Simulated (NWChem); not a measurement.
Species: GaH$_{3}$O$_{3}$; SMILES [OH][Ga]([OH])[OH]

```xyz
7

Ga     0.0000     0.0000     0.0000
O      1.7741     0.0000     0.0000
H      2.1514    -0.8860     0.0000
O     -0.8870    -1.5364     0.0000
H     -1.8430    -1.4202     0.0000
O     -0.8870     1.5364     0.0000
H     -0.3084     2.3062     0.0000
```
Atoms are numbered in this order, from 1.

Results from NWChem. Pople sets run with spherical d functions. All runs use the structure optimised with PBE0/def2-SVP. B3LYP is NWChem's, with the RPA form of VWN correlation.

### Question
Order these by “orbital gap (eV)”, lowest first: B3LYP/6-311G**; B3LYP/STO-3G; B3LYP/3-21G.

### Answer
B3LYP/STO-3G (4.30), B3LYP/3-21G (6.68), B3LYP/6-311G** (7.30)
